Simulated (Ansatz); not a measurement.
Be₁₀O₁₀ (started as a model of: (BeO)10 cage of four- and six-membered rings). Charge 0, multiplicity 1. Geometry PBE-D4/def2-SVP; atoms count from 1.

```xyz
20

Be    0.839    2.761   -1.782
O     0.767    2.930   -0.187
Be   -0.666    2.201   -0.471
O    -0.593    2.109   -2.100
Be    0.359    0.784   -2.183
O     1.810    1.490   -1.927
Be    1.697    1.592   -0.301
O     1.438    0.345    0.576
Be    0.024    0.474    1.353
O    -1.158    1.014    0.389
Be   -1.300   -0.325   -0.509
O    -0.032   -0.542   -1.492
Be    1.039   -0.927   -0.341
O     0.830   -2.284    0.390
Be    0.392   -2.062    1.942
O    -0.341   -0.667    2.344
O    -1.869   -1.589    0.196
Be   -0.731   -2.741    0.362
O    -0.915   -3.011    1.944
Be   -1.592   -1.552    1.798
```

Q: Estimate the Mulliken populations from the PBE0/def2-TZVP orbitals of Ansatz.

A: 
```json
{"atom": "Be1", "charge (e)": "0.19"}
{"atom": "O2", "charge (e)": "-0.38"}
{"atom": "Be3", "charge (e)": "0.29"}
{"atom": "O4", "charge (e)": "-0.38"}
{"atom": "Be5", "charge (e)": "0.29"}
{"atom": "O6", "charge (e)": "-0.38"}
{"atom": "Be7", "charge (e)": "0.29"}
{"atom": "O8", "charge (e)": "-0.24"}
{"atom": "Be9", "charge (e)": "0.30"}
{"atom": "O10", "charge (e)": "-0.24"}
{"atom": "Be11", "charge (e)": "0.30"}
{"atom": "O12", "charge (e)": "-0.24"}
{"atom": "Be13", "charge (e)": "0.30"}
{"atom": "O14", "charge (e)": "-0.22"}
{"atom": "Be15", "charge (e)": "0.28"}
{"atom": "O16", "charge (e)": "-0.22"}
{"atom": "O17", "charge (e)": "-0.22"}
{"atom": "Be18", "charge (e)": "0.28"}
{"atom": "O19", "charge (e)": "-0.30"}
{"atom": "Be20", "charge (e)": "0.28"}
```
Mulliken values depend strongly on the basis.

Q: And the Mayer bond orders between heavy atoms (over 0.3)?

A: Be1–O2 0.84 (1.61 Å); Be1–O4 0.84 (1.61 Å); Be1–O6 0.84 (1.61 Å); O2–Be3 0.67 (1.63 Å); O2–Be7 0.67 (1.63 Å); Be3–O4 0.67 (1.63 Å); Be3–O10 1.02 (1.55 Å); O4–Be5 0.67 (1.63 Å); Be5–O6 0.67 (1.63 Å); Be5–O12 1.02 (1.55 Å); O6–Be7 0.67 (1.63 Å); Be7–O8 1.02 (1.55 Å); O8–Be9 0.68 (1.62 Å); O8–Be13 0.68 (1.62 Å); Be9–O10 0.69 (1.62 Å); Be9–O16 0.97 (1.56 Å); O10–Be11 0.68 (1.62 Å); Be11–O12 0.68 (1.62 Å); Be11–O17 0.97 (1.56 Å); O12–Be13 0.69 (1.62 Å); Be13–O14 0.97 (1.56 Å); O14–Be15 0.76 (1.63 Å); O14–Be18 0.76 (1.63 Å); Be15–O16 0.76 (1.63 Å); Be15–O19 0.78 (1.62 Å); O16–Be20 0.76 (1.63 Å); O17–Be18 0.76 (1.63 Å); O17–Be20 0.76 (1.63 Å); Be18–O19 0.78 (1.62 Å); O19–Be20 0.78 (1.62 Å).
